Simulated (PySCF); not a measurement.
C₆H₄N₄O, SMILES n1nc(-c2ncccn2)oc1.

Geometry: ωB97X-D3(BJ)/def2-SVP. Other conformers were not sampled.

These are HF/def2-SVP (PySCF) values and carry that method's errors.

Symmetry labels are those of the subgroup Cs that the program uses (full group Cs).

Computed valence orbital energies around the gap with their symmetry:
| orbital | symmetry | energy (eV) |
|---|---|---|
| HOMO−7 | A' | -13.93 |
| HOMO−6 | A' | -13.55 |
| HOMO−5 | A" | -13.48 |
| HOMO−4 | A' | -12.44 |
| HOMO−3 | A" | -12.04 |
| HOMO−2 | A" | -11.78 |
| HOMO−1 | A' | -11.73 |
| HOMO | A" | -9.91 |
| LUMO | A" | 1.61 |
| LUMO+1 | A" | 2.29 |
| LUMO+2 | A" | 4.48 |
| LUMO+3 | A' | 4.81 |
